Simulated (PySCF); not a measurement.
Computed IR spectrum (relative IR intensity) of a molecule C₂H₇AlFN. Geometry optimised at B3LYP-D3(BJ)/def2-SVP. The values are those of a single conformer. Computed with B3LYP-D3(BJ)/def2-SVP (PySCF 2.14.0). Frequencies are harmonic and unscaled.

Lines under 2 % of the strongest are left out, and lines within 2 cm⁻¹ are merged.

```json
[
 {"ν (cm⁻¹)": "201", "relative intensity": "11"},
 {"ν (cm⁻¹)": "229", "relative intensity": "16"},
 {"ν (cm⁻¹)": "311", "relative intensity": "8.5"},
 {"ν (cm⁻¹)": "553", "relative intensity": "96"},
 {"ν (cm⁻¹)": "662", "relative intensity": "24"},
 {"ν (cm⁻¹)": "685", "relative intensity": "15"},
 {"ν (cm⁻¹)": "777", "relative intensity": "100"},
 {"ν (cm⁻¹)": "877", "relative intensity": "91"},
 {"ν (cm⁻¹)": "1077", "relative intensity": "14"},
 {"ν (cm⁻¹)": "1154", "relative intensity": "80"},
 {"ν (cm⁻¹)": "1223", "relative intensity": "20"},
 {"ν (cm⁻¹)": "1387", "relative intensity": "36"},
 {"ν (cm⁻¹)": "1455", "relative intensity": "13"},
 {"ν (cm⁻¹)": "1498", "relative intensity": "2.3"},
 {"ν (cm⁻¹)": "2978", "relative intensity": "75"},
 {"ν (cm⁻¹)": "3027", "relative intensity": "36"},
 {"ν (cm⁻¹)": "3089", "relative intensity": "21"},
 {"ν (cm⁻¹)": "3106", "relative intensity": "3.5"},
 {"ν (cm⁻¹)": "3120", "relative intensity": "6.0"},
 {"ν (cm⁻¹)": "3566", "relative intensity": "9.3"}
]
```

Problem. Pick the molecule that these values belong to.
(A) C[NH][Al]([CH3])[F]
(B) C[CH2][Al]([NH2])[F]
(C) C[N](C)[AlH][F]

Solution. A, C[NH][Al]([CH3])[F]
